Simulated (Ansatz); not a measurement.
Geometry optimisation, Ansatz 0.2.0, RKS PBE0-D4/def2-SVP.

input.yaml

```yaml
crystal:
  periodic: [false, false, false]
  atoms:
    - { symbol: Hf, position_ang: [-0.732829, 1.280709, 0.082867] }
    - { symbol: "N", position_ang: [-0.570301, -0.940962, 0.836244] }
    - { symbol: F, position_ang: [-0.716665, 1.291406, -1.819173] }
    - { symbol: F, position_ang: [-2.407763, 2.032252, 0.561923] }
    - { symbol: F, position_ang: [0.595786, 2.367594, 0.891785] }
    - { symbol: H, position_ang: [1.388261, -1.288576, -0.346963] }
    - { symbol: O, position_ang: [2.108126, -0.891578, -0.863628] }
    - { symbol: H, position_ang: [-0.237135, -1.114092, 1.784106] }
    - { symbol: H, position_ang: [-1.324438, -1.598431, 0.642989] }
    - { symbol: H, position_ang: [1.897058, -1.138322, -1.770251] }
basis:
  gaussian: { orbitals: def2-SVP }
hamiltonian:
  xc: pbe0
  dispersion: d4
relax:
  f_tol: 0.03
  max_steps: 50
```

Command:

```bash
$ ansatz run input.yaml --threads 2 --pin off --max-ram 3072MiB --backend cpu --events-out ev --progress --plain --runs-dir out
```

Task: Where does it end, and by what steps?

Result: The run converged. After 13 steps the energy has fallen by 1.280 eV; O7 moved furthest, 0.80 Å. Joined: Hf1–O7 (3.70 → 2.37 Å).

| step | energy less start (eV) | largest force component (eV/Å) | accepted |
| --- | --- | --- | --- |
| 0 | 0.0000 | 3.270 | yes |
| 1 | -0.5355 | 2.418 | yes |
| 2 | -0.7284 | 0.741 | yes |
| 3 | -0.8676 | 0.766 | yes |
| 4 | -1.0068 | 1.790 | yes |
| 5 | -1.2101 | 0.795 | yes |
| 6 | -1.2378 | 0.976 | yes |
| 7 | -1.2575 | 0.647 | yes |
| 8 | -1.2718 | 0.335 | yes |
| 9 | -1.2501 | 0.940 | no |
| 10 | -1.2793 | 0.042 | yes |
| 11 | -1.2797 | 0.039 | yes |
| 12 | -1.2799 | 0.031 | yes |
| 13 | -1.2801 | 0.022 | yes |

```xyz
10
Properties=species:S:1:pos:R:3
Hf -0.368 0.888 -0.018
N -0.656 -0.924 0.916
F -0.562 0.792 -1.942
F -2.013 1.806 0.346
F 0.911 2.028 0.847
H 1.225 -1.211 -0.412
O 1.551 -0.339 -0.691
H -0.280 -1.174 1.830
H -1.495 -1.485 0.771
H 1.687 -0.380 -1.647
```

Whether the end is a true minimum wasn't checked by a vibrational analysis.

Run time: 27 s on 2 threads of AMD EPYC 9R45 96-Core Processor (Zen 5), on a shared host, peak memory 0.31 GiB.
